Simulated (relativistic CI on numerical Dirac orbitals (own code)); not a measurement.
**Slater and spin-orbit integrals, Te²⁰⁺**

Computed by Dirac-Coulomb-Breit CI, orbitals from a KLI potential per configuration, QED by a radiative potential, unscaled Slater integrals (own radial code, finite nucleus).

Slater integrals F^k, G^k are unscaled and averaged over j, outside the closed core [Ar] 3d10; ζ comes from projecting the Hamiltonian with its Breit term on Σ l·s of the shell.

- 4s2.4p2: F^2(4p,4p) = 146860, ζ(4p) = 72872 cm⁻¹; <r>(4p) = 0.7052, <r^2>(4p) = 0.561 (bohr units).
- 4s.4p3: F^2(4p,4p) = 146850, G^1(4s,4p) = 192810, ζ(4p) = 72764 cm⁻¹; <r>(4s) = 0.6833, <r^2>(4s) = 0.5237, <r>(4p) = 0.7052, <r^2>(4p) = 0.561 (bohr units).
- 4s2.4p.4d: ζ(4p) = 73111, F^2(4p,4d) = 141890, G^1(4p,4d) = 178700, G^3(4p,4d) = 113800, ζ(4d) = 8242.9 cm⁻¹; <r>(4p) = 0.7054, <r^2>(4p) = 0.5613, <r>(4d) = 0.7294, <r^2>(4d) = 0.6067 (bohr units).

Averages of the first 10 configurations, taken without configuration mixing, which lowers the lowest level and can move excited configurations by several eV; other configurations of the list can lie among them:

| Configuration | Parity | States | Average energy above the lowest level (eV) |
| --- | --- | --- | --- |
| 4s2.4p2 | even | 15 | 20.3 |
| 4s.4p3 | odd | 40 | 78.5 |
| 4s2.4p.4d | odd | 60 | 108.8 |
| 4p4 | even | 15 | 143.3 |
| 4s.4p2.4d | even | 300 | 164.2 |
| 4s2.4p.4f | even | 84 | 198.0 |
| 4s.4p2.4f | odd | 420 | 253.6 |
| 4p3.4d | odd | 200 | 226.1 |
| 4s.4p.4d2 | odd | 540 | 251.7 |
| 4s2.4d.4f | odd | 140 | 286.8 |
